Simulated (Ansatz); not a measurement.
`Cl[SiH2][GeH2][Cl]`. Total charge 0; spin multiplicity 1. Correlated methods include outer-core shells of Ge, which these sets cover unevenly. Scalar relativity is left out up to krypton.

```xyz
8

Cl   -1.663    2.077    0.558
Si    0.158    1.128    0.388
Ge   -0.214   -1.094   -0.380
Cl    1.763   -1.972   -0.524
H     0.992    1.876   -0.581
H     0.808    1.111    1.720
H    -0.832   -1.166   -1.784
H    -1.012   -1.961    0.603
```

**Question.** Give the diagnostics of a CCSD(T)/def2-TZVPP run (frozen core, Ansatz). (An estimate is asked.)

**Answer.** The calculation gave: T1 = 0.0103, largest single amplitude 0.019, largest double 0.025, (T) share of the correlation energy 3.8 %, 8 CCSD cycles. The RHF solution is stable towards an unrestricted one. T1 lies under the customary mark of 0.02 for closed shells.
